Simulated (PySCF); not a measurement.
Compound: CH2ClF3Si.
SMILES with atom numbers: `[F:1][C:2]([F:3])([F:4])[SiH2:5][Cl:6]` (hydrogens: H7, H8 on Si5)

A linear-response calculation (PySCF, def2-SVPD basis, gas phase, vertical, core orbitals frozen in the response) gave these numbers; the functional is withheld.

Orbital energies (eV): HOMO-3 -11.13, HOMO-2 -10.40, HOMO-1 -9.35, HOMO -9.23, LUMO -0.85, LUMO+1 -0.05, LUMO+2 0.19.

| state | E (eV) | f | main configurations (H = HOMO, L = LUMO) |
| --- | --- | --- | --- |
| S1 | 7.24 | 0.0073 | H→L (99%) |
| S2 | 7.32 | 0.012 | H-1→L (99%) |
| S3 | 8.21 | 0.0017 | H-1→L+1 (81%), H-1→L+2 (12%) |
| S4 | 8.25 | 0.016 | H→L+1 (95%) |
| S5 | 8.51 | 0.014 | H-2→L (94%) |
| S6 | 8.54 | 0.0071 | H-1→L+2 (86%), H-1→L+1 (12%) |

Triplets, Tamm–Dancoff:

```csv
state,E (eV),λ (nm),"main configurations (H = HOMO, L = LUMO)"
T1,6.86,180.8,H→L (97%)
T2,6.92,179.1,H-1→L (97%)
T3,7.77,159.5,"H→L+1 (69%), H→L+2 (25%)"
T4,7.87,157.5,H-1→L+1 (86%)
```

Vertical ionisation energy by ΔSCF with the same functional: 11.57 eV. Mean static polarisability: 55.6 au.

Question: Which of these was used?
A. B3LYP
B. CAM-B3LYP
C. HF
D. PBE

Answer: A. B3LYP is a global hybrid with 20% exact exchange. In this run −ε(HOMO) = 9.23 eV differs from the ΔSCF value by -2.34 eV, and S1 differs from the orbital gap of 8.38 eV by -1.14 eV. The ratio −ε(HOMO)/IP is 0.80. Usual ranges for neutral molecules in this basis: 0.67 to 0.83 with B3LYP, 0.5 to 0.7 with PBE, 0.85 to 0.93 with CAM-B3LYP; Hartree–Fock can't fall below 1, since the ion's relaxation only lowers the ΔSCF value. The other options: PBE, a GGA without exact exchange; HF, time-dependent Hartree–Fock, 100% exact exchange; CAM-B3LYP, range-separated, 19% exact exchange at short range and 65% at long range (ω = 0.33 bohr⁻¹).

Method used: TDDFT B3LYP/def2-SVPD, vertical, gas phase, core orbitals frozen in the response in PySCF 2.14.0, density-fitted response routines. Geometry: PBE0-D3(BJ)/def2-SVP; no solvent, vibrations or thermal averaging.

Conformer computed: `[F:1][C:2]([F:3])([F:4])[SiH2:5][Cl:6]`: F1–C2–Si5–Cl6 -60°.
